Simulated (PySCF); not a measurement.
O2Si2, SMILES [si]12=[si](o1)o2.

Coordinates come from a PBE-D3(BJ)/def2-SVP optimisation.

Method: PySCF 2.14.0 with PBE-D3(BJ)/def2-SVP.

Frequencies are harmonic and unscaled.

| mode | ν (cm⁻¹) | IR (km/mol) | moving atoms (share of kinetic energy) |
|---|---|---|---|
| 1 | 169 | 0.2 | O 64 %, Si 36 % |
| 2 | 506 | 0.0 | O 66 %, Si 34 % |
| 3 | 517 | 0.0 | Si 73 %, O 27 % |
| 4 | 743 | 96.4 | O 64 %, Si 36 % |
| 5 | 773 | 452.7 | O 64 %, Si 36 % |
| 6 | 800 | 0.0 | O 73 %, Si 27 % |
